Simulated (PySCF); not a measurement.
Input of a run (PBE0-D3(BJ)/def2-SVP geometry optimisation, gas phase, def2 core potentials past Kr (PySCF 2.14.0)), started from GFN2-xTB:
```
{"job": {"xc": "PBE0", "basis": "def2-SVP", "d3": "d3bj", "grid": 1, "maxiter": 30, "shake": 0.01, "kind": "geom"}, "charge": 0, "multiplicity": 1}
C     -2.192620     0.702580     0.727520
N     -1.436030    -0.036530     0.112250
Al    -0.489570    -1.231140    -0.802600
Sb     1.880420     0.118040    -0.149430
H     -2.630890     1.625970     0.255130
H     -2.529380     0.551800     1.754840
H     -0.333130    -1.102600    -2.343980
H     -0.066630    -2.585460    -0.139280
H      2.037680     0.729520     1.428930
H      3.451710    -0.395070    -0.109120
H      2.346540     1.597070    -0.749930
```

Output (energies in Eh, forces in Eh/bohr):
```
step   0  E = -579.31233090  max force = 0.032708
step   1  E = -579.31809616  max force = 0.011495
step   2  E = -579.31882038  max force = 0.002255
step   3  E = -579.31894802  max force = 0.002053
step   4  E = -579.31919343  max force = 0.003002
step   5  E = -579.32023913  max force = 0.006888
step   6  E = -579.32127439  max force = 0.004614
step   7  E = -579.32193237  max force = 0.003019
step   8  E = -579.32221764  max force = 0.018988
step   9  E = -579.32464893  max force = 0.007438
step  10  E = -579.32537715  max force = 0.004828
step  11  E = -579.32548270  max force = 0.010787
step  12  E = -579.32654731  max force = 0.003951
step  13  E = -579.32683941  max force = 0.002840
step  14  E = -579.32722760  max force = 0.002239
step  15  E = -579.32738039  max force = 0.001716
step  16  E = -579.32763858  max force = 0.001757
step  17  E = -579.32771634  max force = 0.001452
step  18  E = -579.32786171  max force = 0.001526
step  19  E = -579.32795719  max force = 0.001333
step  20  E = -579.32805681  max force = 0.001101
step  21  E = -579.32808509  max force = 0.000753
step  22  E = -579.32809320  max force = 0.000393
optimisation converged
```

**Question.** Summarise the run.

**Answer.** The energy falls by 41.4 kJ/mol over 23 energy and gradient evaluations, the largest force component goes from 0.0327 to 3.9e-04 Eh/bohr, and the atoms move by 0.649 Å rms after alignment. The bond that changes most is Al3–Sb4 (ends: aluminium bonded to N, Sb and 2 H; antimony bonded to Al and 3 H), which lengthens by 0.173 Å. Bonds longer at the end by more than 0.005 Å: 7 of 10; shorter: 1. Among the angles that change most is Al3–Sb4–H11, from 125.5° to 106.4°. Among the dihedrals that turn most is H8–Al3–Sb4–H10, from 37° to 65°. The energy never rose by more than 1e-6 Eh on the way. The first step brought 37 % of the lowering.

**Question.** What are the final bond lengths?

**Answer.** C1=N2 1.247 Å, N2–Al3 1.782 Å, Al3–Sb4 2.977 Å, C1–H5 1.114 Å, C1–H6 1.113 Å, Al3–H7 1.587 Å, Al3–H8 1.587 Å, Sb4–H9 1.703 Å, Sb4–H10 1.714 Å, Sb4–H11 1.702 Å. Numbering counts from 1 in the input's order; the species is `C=[N][AlH2-][SbH3+]`.

The run used 107 basis functions and 175 SCF cycles in all.

Not checked by PBE0-D3(BJ)/def2-SVP frequencies.
